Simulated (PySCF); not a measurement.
Where the electron goes

C6H6F3P.
Numbering: `[CH3:1]/[CH:2]=[CH:3]/[P:4]1[CH:5]=[C:6]1[C:7]([F:8])([F:9])[F:10]` (hydrogens: H11, H12, H13 on C1; H14 on C2; H15 on C3; H16 on C5)

Cartesian coordinates in Å at the PBE0-D3(BJ)/def2-SVP level; atoms count from 1:
```
atom  x, y, z in Å
C1     3.145   -0.518    0.449
C2     2.033    0.472    0.514
C3     0.817    0.326   -0.034
P4    -0.426    1.648    0.142
C5    -1.502    1.410   -1.333
C6    -1.991    0.804   -0.287
C7    -3.122   -0.039    0.173
F8    -3.735    0.509    1.221
F9    -4.031   -0.209   -0.789
F10   -2.688   -1.246    0.542
H11    4.033   -0.077   -0.033
H12    3.460   -0.819    1.462
H13    2.858   -1.421   -0.108
H14    2.245    1.400    1.064
H15    0.560   -0.589   -0.585
H16   -1.673    1.610   -2.391
```

Level of theory: PySCF 2.14.0, density-fitted response routines, TDDFT wB97X-D/def2-SVPD, vertical, gas phase, core orbitals frozen in the response.

Frontier orbitals with the atoms that hold most of them (Löwdin shares over 4%, at most four atoms; ? is withheld):

```tsv
orbital	ε (eV)	atoms
LUMO+2	2.32	C1 20%, C2 16%, P4 14%, C3 13%
LUMO+1	1.19	P4 26%, C5 20%, C6 16%, C2 12%
LUMO	0.52	C5 26%, C6 23%, C2 12%, C3 10%
HOMO	-9.02	?
HOMO-1	-9.23	?
HOMO-2	-11.24	P4 26%, C6 17%, C3 17%, C5 12%
HOMO-3	-11.44	C5 30%, C6 25%, P4 19%, C3 8%
```

Problem. Which atoms hold the HOMO-1, and with what shares?

Solution. C3 (bonded to C, P and H) 26%; C2 (bonded to 2 C and H) 24%; P4 (bonded to 3 C) 12%; C6 (bonded to 2 C and P) 10%. By element: carbon 60% or more, phosphorus 12%.

Problem. Which atoms hold the HOMO, and with what shares?

Solution. P4 (bonded to 3 C) 47%; C3 (bonded to C, P and H) 15%; C5 (bonded to C, P and H) 15%; C6 (bonded to 2 C and P) 14%. By element: phosphorus 47%, carbon 44% or more.

Problem. How does S1 compare with the orbital gap of 9.54 eV?

Solution. S1 is at 4.89 eV (f = 0.011), 4.65 eV below the gap, made of HOMO→LUMO (95%). Without the coupling terms of the response equations the lowest excitation would equal the gap.

Problem. One configuration dominates each of S1, S2, S3 and S4. Which, and how do the shares of the two leading atoms of either orbital change from the occupied to the empty one?

Solution. 
- S1 (4.89 eV, f 0.011), HOMO→LUMO (95%): P4 47% → at most 10%, C3 15% → 10%, C5 15% → 26%, C6 14% → 23%
- S2 (5.28 eV, f 0.046), HOMO-1→LUMO (72%): C3 26% → 10%, C2 24% → 12%, C5 at most 10% → 26%, C6 10% → 23%
- S3 (5.34 eV, f 0.0057), HOMO→LUMO+1 (90%): P4 47% → 26%, C3 15% → at most 12%, C5 15% → 20%
- S4 (6.35 eV, f 0.401), HOMO-1→LUMO+1 (77%): C3 26% → at most 12%, C2 24% → 12%, P4 12% → 26%, C5 at most 10% → 20%

One conformer stands for the species.
